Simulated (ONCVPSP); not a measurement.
**Building the ONCV potential for Mg (PBE, scalar-relativistic).**

The input file (ONCVPSP 4.0.1):

```
# ATOM AND REFERENCE CONFIGURATION
# atsym  z   nc   nv     iexc    psfile
  Mg 12.00    1    3        4      upf
#
#   n    l    f
    1    0    2.00
    2    0    2.00
    2    1    6.00
    3    0    2.00
#
# PSEUDOPOTENTIAL AND OPTIMIZATION
# lmax
    2
#
#   l,   rc,      ep,       ncon, nbas, qcut
    0    1.20    0.00    4    8   13.20
    1    0.60    0.00    4    7   14.10
    2    1.05    0.22    3    6    8.60
#
# LOCAL POTENTIAL
# lloc, lpopt,  rc(5),   dvloc0
    4    3    0.50    0.00
#
# VANDERBILT-KLEINMAN-BYLANDER PROJECTORs
# l, nproj, debl
    0    3    2.40
    1    2    0.50
    2    3    1.20
#
# MODEL CORE CHARGE
# icmod, fcfact, rcfact
    0    0.00    0.00
#
# LOG DERIVATIVE ANALYSIS
# epsh1, epsh2, depsh
   -4.00    5.00    0.02
#
# OUTPUT GRID
# rlmax, drl
    6.00    0.01
#
# TEST CONFIGURATIONS
# ncnf
    4
# nvcnf
#   n    l    f
    3
    2    0    2.00
    2    1    6.00
    3    0    1.00
#
    3
    2    0    2.00
    2    1    6.00
    3    0    0.00
#
    3
    2    0    2.00
    2    1    6.00
    3    0    1.50
#
    3
    2    0    1.00
    2    1    6.00
    3    0    2.00
#
```

Command:

```bash
oncvpsp.x < Mg.dat > Mg.out
```

Resulting log (shortened: citation, most of the input echo, consistency checks and plot data are left out):

```
ONCVPSP  (Optimized Norm-Conservinng Vanderbilt PSeudopotential)
scalar-relativistic version 4.0.1

#   n    l    f        energy (Ha)
    1    0    2.00    -4.6291303E+01
    2    0    2.00    -2.9342667E+00
    2    1    6.00    -1.7130252E+00
    3    0    2.00    -1.7292380E-01

Reference configufation results
  iterations    25
  all-electron total energy (Ha)   -2.00279817D+02

Begin loop to  construct optimized pseudo wave functions
and semi-local pseudopoentials for all angular momenta

   Wellstate for l =  0  n =  4
     eigenvalue =   2.2271
     asymptotic potential =   2.7271
     half-point radius =  2.5476

Calculating optimized projector #   1

 for l=   0

    Fraction of norm inside rc  0.931520
    Optimizing pswf for qcut=  13.19 a_B^-1,  ecut=  86.97 Ha
    Residual kinetic energy error=  4.08D-09 Ha

    Energy error per electron        Cutoff
         Ha          eV             Ha
         0.01000     0.27211       15.06
         0.00100     0.02721       21.23
         0.00010     0.00272       46.08
         0.00001     0.00027       57.90

Calculating optimized projector #   2

 for l=   0

    Fraction of norm inside rc  0.027593
    Optimizing pswf for qcut=  13.19 a_B^-1,  ecut=  86.97 Ha
    Residual kinetic energy error=  4.10D-09 Ha

    Energy error per electron        Cutoff
         Ha          eV             Ha
         0.01000     0.27211        9.33
         0.00100     0.02721       14.57
         0.00010     0.00272       34.59
         0.00001     0.00027       49.77

Calculating optimized projector #   3

 for l=   0

    Fraction of norm inside rc  0.082172
    Optimizing pswf for qcut=  13.19 a_B^-1,  ecut=  86.97 Ha
    Residual kinetic energy error=  4.15D-09 Ha

    Energy error per electron        Cutoff
         Ha          eV             Ha
         0.01000     0.27211       12.52
         0.00100     0.02721       26.28
         0.00010     0.00272       47.83
         0.00001     0.00027       59.48

WARNING wellstate: negative energy specified for n= 3 l=  1
WARNING scattering state with energy  0.25000000
WARNING will be used for the first projector

   Wellstate for l =  1  n =  3
     eigenvalue =   0.2500
     asymptotic potential =   0.7500
     half-point radius =  3.4686

Calculating optimized projector #   1

 for l=   1

    Fraction of norm inside rc  0.481147
    Optimizing pswf for qcut=  14.07 a_B^-1,  ecut=  98.98 Ha
    Residual kinetic energy error=  1.42D-02 Ha

    Energy error per electron        Cutoff
         Ha          eV             Ha
         0.01000     0.27211      105.47
         0.00100     0.02721      355.58
         0.00010     0.00272      426.95
         0.00001     0.00027      593.35

Calculating optimized projector #   2

 for l=   1

    Fraction of norm inside rc  0.036390
    Optimizing pswf for qcut=  14.07 a_B^-1,  ecut=  98.98 Ha
    Residual kinetic energy error=  1.47D-03 Ha

    Energy error per electron        Cutoff
         Ha          eV             Ha
         0.01000     0.27211       72.81
         0.00100     0.02721      103.87
         0.00010     0.00272      211.28
         0.00001     0.00027      537.70

   Wellstate for l =  2  n =  3
     eigenvalue =   0.2200
     asymptotic potential =   0.7200
     half-point radius =  7.0380

   Wellstate for l =  2  n =  4
     eigenvalue =   1.4200
     asymptotic potential =   1.9200
     half-point radius =  3.8655

   Wellstate for l =  2  n =  5
     eigenvalue =   2.6200
     asymptotic potential =   3.1200
     half-point radius =  3.8315

Calculating optimized projector #   1

 for l=   2

    Fraction of norm inside rc  0.003100
    Optimizing pswf for qcut=   8.61 a_B^-1,  ecut=  37.10 Ha
    Residual kinetic energy error=  2.96D-06 Ha

    Energy error per electron        Cutoff
         Ha          eV             Ha
         0.01000     0.27211        2.40
         0.00100     0.02721        9.47
         0.00010     0.00272       21.50
         0.00001     0.00027       32.14

Calculating optimized projector #   2

 for l=   2

    Fraction of norm inside rc  0.043943
    Optimizing pswf for qcut=   8.61 a_B^-1,  ecut=  37.10 Ha
    Residual kinetic energy error=  8.40D-05 Ha

    Energy error per electron        Cutoff
         Ha          eV             Ha
         0.01000     0.27211       13.78
         0.00100     0.02721       26.26
         0.00010     0.00272       36.53
         0.00001     0.00027       66.46

Calculating optimized projector #   3

 for l=   2

    Fraction of norm inside rc  0.062791
    Optimizing pswf for qcut=   8.61 a_B^-1,  ecut=  37.10 Ha
    Residual kinetic energy error=  2.60D-04 Ha

    Energy error per electron        Cutoff
         Ha          eV             Ha
         0.01000     0.27211       18.68
         0.00100     0.02721       30.99
         0.00010     0.00272       40.94
         0.00001     0.00027       84.17

Construct Vanderbilt / Kleinmman-Bylander projectors

B matrix Hermiticity error, ll=   0
   1   2    1.5114E-04
   1   3   -4.4106E-04
   2   3    5.5491E-05

  Orthonormal projector coefficients  1.7276E+01  4.2213E+00  4.0916E-01

B matrix Hermiticity error, ll=   1
   1   2    1.5038E-04

  Orthonormal projector coefficients -1.0720E+02 -1.0033E+01

B matrix Hermiticity error, ll=   2
   1   2    2.4723E-06
   1   3   -6.9892E-06
   2   3    1.5391E-05

  Orthonormal projector coefficients -1.5443E+02 -1.1547E+01 -3.4962E+00

Pseudoatom total energy  -63.420410

Diagnostic tests using Vanderbilt-Kleinman-Bylander pseudopotentials
  1 or more projectors used as specified by nproj input data

   l    rcore       rmatch      e in        delta e   norm test  slope test

   0   1.2037094   1.2402566  -2.9342667   0.0000037   1.0001245   1.0001165
   0   1.2037094   1.2402566  -0.1729238   0.0000032   1.0000379   1.0000286
   0   1.2037094   1.2402566   2.2270762   0.0000925   1.0002269   1.0002269

   1   0.6013896   0.6196491  -1.7130252  -0.0000854   1.0001242   1.0001813
   1   0.6013896   0.6196491   0.2500000  -0.0000439   1.0003158   1.0003158

   2   1.0552760   1.0873165   0.2200000  -0.0001253   1.0000744   1.0000744
   2   1.0552760   1.0873165   1.4200000  -0.0001070   1.0000944   1.0000944
   2   1.0552760   1.0873165   2.6200000  -0.0000636   1.0001252   1.0001252

 Testing for bound ghosts
   n   l    E NL Schr. Eq   E Basis Diag.   E Cutoff

   1   0       -2.934263       -2.934245    241.43
   2   0       -0.172921        0.080048    241.43

   2   1       -1.713111       -1.635559    611.79

       2                      -51.789500    228.65  WARNING - GHOST(-)

 Testing for highly-localized positive-energy ghosts
       l    <radius>/rc     E Basis Diag.   E Cutoff

Test configuration 0

   n   l     f        eae           eps        diff
   1   0  2.0000  -46.29130288
   2   0  2.0000   -2.93426666   -2.93426296    3.70D-06
   2   1  6.0000   -1.71302518   -1.71311059   -8.54D-05
   3   0  2.0000   -0.17292380   -0.17292058    3.22D-06

    Total energies and differences
      AE_ref= -2.00279817D+02  AE_tst= -2.00279817D+02  dif=  0.00D+00
      PS_ref= -6.34204099D+01  PS_tst= -6.34204099D+01  dif= -3.55D-14
      PSP excitation error=  3.55D-14

Test configuration 1

   n   l     f        eae           eps        diff
   1   0  2.0000  -46.63013699
   2   0  2.0000   -3.26756754   -3.26771834   -1.51D-04
   2   1  6.0000   -2.04605563   -2.04628652   -2.31D-04
   3   0  1.0000   -0.41813532   -0.41813538   -5.64D-08

    Total energies and differences
      AE_ref= -2.00279817D+02  AE_tst= -1.99987287D+02  dif=  2.93D-01
      PS_ref= -6.34204099D+01  PS_tst= -6.31278756D+01  dif=  2.93D-01
      PSP excitation error= -4.55D-06

Test configuration 2

   n   l     f        eae           eps        diff
   1   0  2.0000  -47.04686345
   2   0  2.0000   -3.67376858   -3.67420266   -4.34D-04
   2   1  6.0000   -2.45137639   -2.45194309   -5.67D-04

    Total energies and differences
      AE_ref= -2.00279817D+02  AE_tst= -1.99435128D+02  dif=  8.45D-01
      PS_ref= -6.34204099D+01  PS_tst= -6.25757019D+01  dif=  8.45D-01
      PSP excitation error= -1.94D-05

Test configuration 3

   n   l     f        eae           eps        diff
   1   0  2.0000  -46.45005748
   2   0  2.0000   -3.09087706   -3.09093320   -5.61D-05
   2   1  6.0000   -1.86953323   -1.86967368   -1.40D-04
   3   0  1.5000   -0.29104377   -0.29104107    2.71D-06

    Total energies and differences
      AE_ref= -2.00279817D+02  AE_tst= -2.00164272D+02  dif=  1.16D-01
      PS_ref= -6.34204099D+01  PS_tst= -6.33048642D+01  dif=  1.16D-01
      PSP excitation error= -1.30D-06

Test configuration 4

   n   l     f        eae           eps        diff
   1   0  2.0000  -47.39399003
   2   0  1.0000   -3.80958376   -3.81904451   -9.46D-03
   2   1  6.0000   -2.59629106   -2.60379454   -7.50D-03
   3   0  2.0000   -0.52179114   -0.52214334   -3.52D-04

    Total energies and differences
      AE_ref= -2.00279817D+02  AE_tst= -1.96918349D+02  dif=  3.36D+00
      PS_ref= -6.34204099D+01  PS_tst= -6.00545540D+01  dif=  3.37D+00
      PSP excitation error= -4.39D-03
```

Note: ghosts flagged at negative energy: d at -1409.3 eV; no localised positive-energy state flagged. A true bound ghost makes a file unfit for plane-wave use.

The run took about 4.6 s on one core of a shared server CPU.
